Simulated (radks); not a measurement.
Values are calculated unless marked as measured or tabulated.
Question: Ionisation of neutral tin, [Kr] 4d10 5s2 5p2, to [Kr] 4d10 5s2 5p1 as the strength of local exchange is varied. Level of theory: Dirac Kohn-Sham, Slater X-alpha exchange (alpha = 2/3 is LDA exchange), no correlation, spin-unpolarised, spherical densities, finite nucleus; open shells are shared between the two j in proportion to 2j + 1; Fermi nuclear charge, rms radius 4.6519 fm (a radial shooting solver on a logarithmic mesh with Libxc functionals).

| alpha | E(Sn) (hartree) | exchange (hartree) | IE (eV) | -e of the level emptied (eV) | <r> of it (bohr) |
|---|---|---|---|---|---|
| 0.565 | -6145.14512 | -130.84433 | 5.416 | 2.258 (5p3/2) | 3.542 |
| 0.643 | -6163.23480 | -149.33996 | 5.933 | 2.673 (5p3/2) | 3.418 |
| 0.683 | -6172.53189 | -158.86536 | 6.208 | 2.897 (5p3/2) | 3.360 |
| 0.914 | -6226.49169 | -214.40977 | 7.906 | 4.332 (5p3/2) | 3.075 |
| 0.972 | -6240.11198 | -228.49902 | 8.362 | 4.729 (5p3/2) | 3.015 |
| 0.979 | -6241.75776 | -230.20332 | 8.417 | 4.777 (5p3/2) | 3.008 |
| 0.988 | -6243.87438 | -232.39579 | 8.489 | 4.840 (5p3/2) | 2.999 |
| x | -6168.81140 | -155.05191 | 6.097 | 2.807 (5p3/2) | 3.383 |

Which alpha was used in the last row?

Answer: alpha = 0.667. NIST Atomic Spectra Database: 7.344 eV (measured). The Delta-SCF value meets it near alpha = 0.84. Spin polarisation and multiplet splitting are left out, so open shells lie too high by an amount that depends on their filling. Sharing an open shell by 2j + 1 raises it above the true ground level by a part of the spin-orbit splitting, which enters the differences from NIST.

Beside tabulated values, note that spin-unpolarised runs miss the spin-polarisation part of the exchange energy of open shells.
